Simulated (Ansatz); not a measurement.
`[F][GeH2][Br]` → H–F + `[GeH][Br]` at 400 K and 1 bar (germylene formation by 1,1-elimination).

Calculated with Ansatz (gas phase, PBE0-D4/def2-TZVP geometries, no zero-point term in ΔE). CBS: MP2 limit from def2 TZ/QZ plus the TZ coupled-cluster correction, frozen cores. This one scheme is used for every species. For Br, Ge outer-core shells are correlated without core-valence functions, which leaves a few kJ/mol of doubt a bond. Scalar relativity is left out up to krypton.

```csv
species,CCSD(T)/CBS energy (Eh),H − E (kJ/mol),S (J/(mol·K))
`[F][GeH2][Br]`,-4750.49448,71.6,327.1
H–F,-100.39570,36.5,182.2
`[GeH][Br]`,-4650.03665,33.3,289.1
```

H − E and S are ideal-gas, rigid-rotor, harmonic terms from PBE0-D4/def2-TZVP. 1 Eh = 2625.50 kJ/mol, R = 8.31446 J/(mol·K).

**Question.** By hand: ΔE, ΔH, ΔS and ΔG.

**Answer.** ΔE = (-100.39570) + (-4650.03665) − (-4750.49448) = 0.06213 Eh = 163.1 kJ/mol. Δ(H − E) = 36.5 + 33.3 − 71.6 = -1.8, so ΔH = 161.3 kJ/mol. ΔS = 182.2 + 289.1 − 327.1 = 144.2 J/(mol·K). ΔG = 161.3 − 400 × (144.2)/1000 = 103.6 kJ/mol.

**Question.** By hand: the equilibrium constant, and the temperature at which ΔG would vanish if ΔH and ΔS stayed fixed.

**Answer.** log₁₀ K = −ΔG/(RT ln 10) = -13.5. ΔG = 0 at ΔH/ΔS = 1119 K.

The number of gas molecules changes by +1, which sets the sign of ΔS. A doubt of 5 kJ/mol in ΔE shifts log₁₀ K by 0.7 here. These are equilibria of isolated gas molecules and say nothing of rates. Largest T1 diagnostic: 0.011 (customary marks: 0.02 for closed shells, 0.045 for open ones).
